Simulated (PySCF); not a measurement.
# Radial density of Pt (platinum, neutral)

TPSS, [Xe] 4f14 5d9 6s1, high-spin 3D determinant. Calculation: PySCF 2.14, in cc-pVDZ-PP with ECP60MDF (4s4p3d1f, 38 functions); a scalar-relativistic core potential. This is the valence pseudo-density: the core potential removes the inner electrons and smooths the orbitals near the nucleus.

```csv
r (bohr),4πr²ρ (e/bohr),4πr²(ρα − ρβ)
0.125,6.306e-05,0.0000
0.210,0.001077,0.0001
0.353,0.08008,0.0032
0.593,4.016,0.1256
0.997,15.46,0.5707
1.68,7.021,0.7995
2.82,1.514,0.5115
4.75,0.1506,0.0847
7.98,0.001927,0.0017
```

Energies and moments cover only the electrons outside the core potential. Spin-orbit coupling, absent here, splits the open shell strongly.
